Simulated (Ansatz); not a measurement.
`C=NC[SiH2]C` → `C=NCC` + `[SiH2]` at 400 K and 1 bar (silylene formation by 1,1-elimination).

Calculated with Ansatz (gas phase, PBE0-D4/def2-TZVP geometries, no zero-point term in ΔE). CCSD(T)/CBS is the MP2 limit (def2-TZVPP, def2-QZVPP) plus CCSD(T) − MP2 in def2-TZVPP, frozen cores. This one scheme is used for every species. One conformer a species, not always the lowest.

```
      species  CCSD(T)/CBS energy (Eh)  H − E (kJ/mol)  S (J/(mol·K))
`C=NC[SiH2]C`               -463.33298           330.6          391.5
      `C=NCC`               -173.04228           279.1          317.8
     `[SiH2]`               -290.19011            44.2          218.1
```

H − E and S are ideal-gas, rigid-rotor, harmonic terms from PBE0-D4/def2-TZVP, for one conformer and one mirror image of each species. 1 Eh = 2625.50 kJ/mol, R = 8.31446 J/(mol·K).

Task: By hand: ΔE, ΔH, ΔS and ΔG.

Result: ΔE = (-173.04228) + (-290.19011) − (-463.33298) = 0.10059 Eh = 264.1 kJ/mol. Δ(H − E) = 279.1 + 44.2 − 330.6 = -7.3, so ΔH = 256.8 kJ/mol. ΔS = 317.8 + 218.1 − 391.5 = 144.4 J/(mol·K). ΔG = 256.8 − 400 × (144.4)/1000 = 199.0 kJ/mol.

Task: By hand: the equilibrium constant, and the temperature at which ΔG would vanish if ΔH and ΔS stayed fixed.

Result: log₁₀ K = −ΔG/(RT ln 10) = -26.0. ΔG = 0 at ΔH/ΔS = 1778 K.

The number of gas molecules changes by +1, which sets the sign of ΔS. A doubt of 5 kJ/mol in ΔE shifts log₁₀ K by 0.7 here. Other conformers and mirror images would add mixing entropy, several J/(mol·K) or more a flexible species. These are equilibria of isolated gas molecules and say nothing of rates. Largest T1 diagnostic: 0.014 (customary marks: 0.02 for closed shells, 0.045 for open ones).
